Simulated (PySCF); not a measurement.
Gas-phase reaction: 2 GaBr + 4 H2 ⇌ Ga2H6 + 2 HBr

Computed with PySCF and rigid-rotor harmonic-oscillator thermochemistry at 1 bar. † marks an energy on the PBE0/def2-TZVP geometry and frequencies; other levels use their own. All species are closed-shell singlets. Br, Ga: all electrons, no relativistic terms. Ga2H6: computed as isolated molecules; such fragments, hydroxides, amides, oligomers or adducts are transient or little studied in the gas.

PBE/def2-TZVP† gives ΔH°(298 K) = 151 kJ.

Problem. What do ωB97M-V/def2-TZVP†, PBE/def2-SVP, ωB97X-V/def2-TZVP† give?

Solution. ωB97M-V/def2-TZVP†: 138 kJ; PBE/def2-SVP: 118 kJ; ωB97X-V/def2-TZVP†: 103 kJ. For scale, ΔH°(298 K) is 151 kJ at this level, 138 kJ at ωB97M-V/def2-TZVP†, and runs from 27 to 232 kJ over the 19 levels computed.
